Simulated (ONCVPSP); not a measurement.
# Logarithmic derivatives: W (Z = 74), ONCV

- Element: tungsten (W)
- Generator: ONCVPSP 4.0.1
- Type: optimised norm-conserving Vanderbilt (ONCV)
- Functional: PBE
- Relativity: fully relativistic
- Frozen core: [Kr] 4d10 4f14
- Valence charge: 14
- Reference configuration: 5s2 5p6 5d4 6s2
- Partial waves: 5s+6s: rc 1.80 bohr, ncon 5, nbas 10, qcut 5.7 1/bohr, 2 projectors; 5p: rc 1.30 bohr, ncon 4, nbas 8, qcut 6.2 1/bohr, 2 projectors, debl 3.3 Ha; 5d: rc 2.00 bohr, ncon 4, nbas 9, qcut 9 1/bohr, 2 projectors, debl 3 Ha
- Local potential: polynomial inside 1.15 bohr (lpopt 4, dvloc0 0 Ha)
- Core correction: Teter function, fcfact 1.75, rcfact 1.1

Open shells are filled in proportion to 2j + 1.

The phase is arctan(r·R′/R) of the radial function R(r), unwrapped; energies in Ha, scanned from -4 to 5 Ha. A pole is an energy at which the radial function vanishes at the test radius. The pseudo phase is shifted by a multiple of π to meet the all-electron one at the reference energy, and phase errors are pseudo minus all-electron; the curves can meet again beyond the range given. Levels narrower than the energy grid can be missing from the lists of poles.

Question: For each channel, where are the poles, and over which energies does the pseudopotential scatter like the atom?

Answer:

```
channel  radius (bohr)  reference energy (Ha)  poles, all-electron  poles, pseudo  unbroken range about the reference energy with phases within 0.05 rad  phase error 1 Ha above the reference energy (rad)
      s           1.83                  -0.21                -2.62    -2.62, 4.66                                                        the whole range                                             -0.002
   p3/2           1.32                  -1.49                 2.13           2.13                                                        the whole range                                             -0.000
   p1/2           1.32                  -1.85                 1.04           1.04                                                        the whole range                                             -0.000
   d5/2           2.02                  -0.15                 0.82           0.82                                                        the whole range                                             -0.000
   d3/2           2.02                  -0.18                 0.73           0.73                                                        the whole range                                             -0.000
```

Phases in the s channel:

```csv
E (Ha),all-electron,pseudo
-3.98,1.134,1.133
-3.50,0.774,0.774
-3.02,-1.147,-1.147
-2.54,-1.605,-1.605
-2.06,-1.735,-1.735
-1.58,-1.823,-1.823
-1.10,-1.914,-1.914
-0.62,-2.040,-2.040
-0.14,-2.256,-2.256
0.34,-2.699,-2.699
0.82,-3.457,-3.459
1.30,-4.026,-4.030
1.78,-4.297,-4.301
2.26,-4.437,-4.442
2.74,-4.522,-4.528
3.22,-4.580,-4.588
3.70,-4.622,-4.634
4.18,-4.656,-4.673
4.66,-4.685,-4.712
```
